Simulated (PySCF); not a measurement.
## Two-component Hartree-Fock for I (iodine, neutral)

Start: [Kr] 4d10 5s2 5p5; 5p1/2 filled at m_j = -1/2, +1/2; 5p3/2 filled at m_j = -1/2, +1/2, +3/2. Calculated with PySCF 2.14 in x2c-SVPall-2c (6s8p4d, 50 functions): generalised Hartree-Fock with the X2C-1e Hamiltonian and a Gaussian nucleus; one run each with spin-orbit coupling (SO) switched off, then screened by Boettger's factors.

| spinor shell | electrons | ε, spin-free (eV) | ε, screened SO (eV) | weight of nominal j (screened SO) | rms radius, screened SO (bohr) |
| --- | --- | --- | --- | --- | --- |
| 1s1/2 | 2 | -33329.5 | -33325.8 | 1.000 | 0.0312 |
| 2s1/2 | 2 | -5248.8 | -5247.7 | 1.000 | 0.127 |
| 2p1/2 | 2 | -4705.5 | -4913.4 | 1.000 | 0.109 |
| 2p3/2 | 4 | -4705.5 | -4611.4 | 1.000 | 0.115 |
| 3s1/2 | 2 | -1102.5 | -1102.1 | 1.000 | 0.334 |
| 3p1/2 | 2 | -922.02 | -962.15 | 1.000 | 0.327 |
| 3p3/2 | 4 | -922.02 | -903.57 | 1.000 | 0.338 |
| 3d3/2 | 4 | -651.79 | -658.68 | 1.000 | 0.311 |
| 3d5/2 | 6 | -651.79 | -646.73 | 1.000 | 0.314 |
| 4s1/2 | 2 | -211.31 | -211.13 | 1.000 | 0.788 |
| 4p1/2 | 2 | -152.12 | -159.87 | 1.000 | 0.828 |
| 4p3/2 | 4 | -152.12 | -148.40 | 1.000 | 0.853 |
| 4d3/2 | 4 | -62.795 | -63.724 | 0.997 | 0.996 |
| 4d5/2 | 6 | -62.795 | -61.950 | 0.998 | 1.000 |
| 5s1/2 | 2 | -23.728 | -23.670 | 1.000 | 2.14 |
| 5p1/2 | 2 | -10.810 | -11.590 | 0.911 | 2.56 |
| 5p3/2 | 3 | -10.810 | -10.371 | 0.940 | 2.65 |

```tsv
quantity	spin-free	screened SO
E (hartree)	-7110.91758	-7113.02022
M_J	3/2	3/2
⟨J²⟩	3.757	3.756
⟨L²⟩	2.005	2.029
⟨S²⟩	0.752	0.776
```

Each row is a mean over spinors that exchange with the open shell spreads, by up to 2.379 eV (5s1/2).

Breit and QED terms are absent; they matter most for the inner s and p1/2 levels.

Densities and radii are taken from the X2C orbitals without a picture-change correction, which distorts them close to the nucleus.

Without spin-orbit coupling the j labels of p, d and f shells carry no meaning; the spin-free column gives the mean over the occupied spinors of each nl shell.
